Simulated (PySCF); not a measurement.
Al(OSiH3)2 (AlH6O2Si2), SMILES [SiH3][O][Al+][O][SiH3], charge +1.

Geometry optimised at PBE0-D3(BJ)/def2-SVP. The spin state was assumed, not searched. The isomer is the one that the SMILES or the coordinates give; other isomers of the formula were not compared. Other conformers were not sampled.

The numbers are results of PBE/def2-TZVP (PySCF), not measurements.

The molecule is in vacuum.

Computed frontier levels, gap, dipole moment and polarisability:
The highest occupied level is -11.99 eV and the lowest empty level comes out as -8.67 eV. The orbital gap is 3.32 eV and the dipole moment about the centre of nuclear charge is 0.00 D. The mean static polarisability comes out as 78.0 bohr³ (11.56 Å³) and the polarisability, principal values is 65.7, 65.7, 102.6 bohr³.
